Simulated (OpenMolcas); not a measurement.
Computed levels of In⁺

| Property | Result |
| --- | --- |
| Program | OpenMolcas 26.06 |
| Method | SS-RASPT2, IPEA 0.25 Eh, imaginary shift 0.1 Eh (closed shells correlated: 4d) |
| Basis | ANO-RCC-VQZP [8s7p5d3f2g] |
| Scalar Hamiltonian | DKH2, point nucleus |
| Active space | 2 electrons in 9 orbitals (RAS2 5s 5p; RAS3 5d, at most 2 electrons) |
| State averaging | 2S+1 = 3 even, 3 roots; 2S+1 = 1 even, 7 roots; 2S+1 = 3 odd, 3 roots; 2S+1 = 1 odd, 3 roots |
| Spin-orbit coupling | RASSI with atomic mean-field integrals over the reference wave functions, term energies averaged over their components |

With spin-orbit coupling, above the lowest level:

| Configuration | Term | J | E (cm⁻¹) | Measured (cm⁻¹) | g | Term weight % |
| --- | --- | --- | --- | --- | --- | --- |
| 5s² | ¹S | 0 | 0.0 | 0.0 |  | 100 |
| 5s 5p | ³P° | 0 | 41910 | 42276 |  | 100 |
| 5s 5p | ³P° | 1 | 42840 | 43351 | 1.499 | 100 |
| 5s 5p | ³P° | 2 | 44900 | 45830 | 1.501 | 100 |
| 5s 5p | ¹P° | 1 | 61850 | 63038 | 1.002 | 100 |

Against the 4 measured excited levels shown (NIST Handbook of Basic Atomic Spectroscopic Data) the mean absolute deviation is 750 cm-1; the largest miss in energy is 5s 5p ¹P°₁: computed 61850, measured 63038 cm⁻¹ (-1.9 %).

Spin-orbit coupling puts the lowest level 3.0 cm⁻¹ below the lowest spin-free term.

Active for correlation alone: 5d; no level in the range computed is led by a configuration that fills it, so any true level of that kind is missing. Computed and measured levels are paired by configuration, term and J; levels that our copy of the source lacks, or whose pairing is in doubt (as where it misses far off the trend of its configuration), stay unpaired and out of the deviations. Only configurations of the active space appear. The first state left out of the spin-orbit step lies near 120000 cm-1 above the lowest spin-free state of the reference (among the parities and spins computed), and the list stops at four fifths of that energy or lower.

The term weight is that of the spin-free term in the level, not the purity of its configuration. ° marks odd parity.
